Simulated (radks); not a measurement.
Values are calculated unless marked as measured or tabulated.
Initial-state core-level shifts of neutral gold when its valence configuration changes from [Xe] 4f14 5d10 6s1. Code: a radial shooting solver on a logarithmic mesh with Libxc functionals. Model: Dirac Kohn-Sham, PBEsol, spin-unpolarised, spherical densities, finite nucleus; open shells fill j = l - 1/2 first; Fermi nuclear charge, rms radius 5.4371 fm. Shifts are changes of the shell-averaged eigenvalues in eV (positive: less bound); the change of the density at the nucleus, which sets a Mossbauer isomer shift, is in e/bohr^3, on a base of 2.14e+06.

\begin{tabular}{lrrrrr}
valence & 2p & 4s & 5s & 5p & density at nucleus \\ \hline
4f14 5d10 6p1 & -1.667 & -1.689 & -1.711 & -1.729 & -126.0 \\
4f13.5 5d10 6s1 6p0.5 & -8.732 & -8.747 & -4.275 & -3.640 & +94.0 \\
4f14 5d9.5 6s1 6p0.5 & -2.286 & -2.285 & -2.249 & -2.182 & +15.8 \\
4f14 5d9.5 6s1.5 & -1.428 & -1.417 & -1.373 & -1.299 & +77.7 \\
4f14 5d9 6s1 6p1 & -4.546 & -4.536 & -4.446 & -4.298 & +33.0 \\
4f13 5d10 6s2 & -16.037 & -15.987 & -6.903 & -5.613 & +324.8 \\
4f12 5d10 6s1 6p2 & -36.364 & -36.056 & -17.416 & -14.809 & +401.0 \\
4f13 5d10 6s1 6p1 & -17.698 & -17.669 & -8.598 & -7.316 & +192.2 \\
4f14 5d8.5 6s1 6p1.5 & -6.819 & -6.794 & -6.631 & -6.390 & +51.8 \\
\end{tabular}
